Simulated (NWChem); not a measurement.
# BeHBr; SMILES [Br][BeH]

Program: NWChem. Pople sets run with spherical d functions. STO-3G and 3-21G are far too small for this property and stand as cheap habits. All runs use the structure optimised with B3LYP/6-31G* (spherical d). Field at 589 nm.

```
level              isotropic polarisability (bohr³)  anisotropy (bohr³)
-----------------  --------------------------------  ------------------
B3LYP/STO-3G                                   15.0                18.9
B3LYP/6-31G*                                   29.6                19.7
B3LYP/def2-SVP                                  [?]                 [?]
B3LYP/def2-SVPD                                40.1                13.3
B3LYP/aug-cc-pVDZ                              39.2                13.9
B3LYP/def2-TZVPD                               40.4                13.2
```

Question: Complete the blanks.

Answer: 
- B3LYP/def2-SVP, isotropic polarisability (bohr³): 30.8
- B3LYP/def2-SVP, anisotropy (bohr³): 17.8
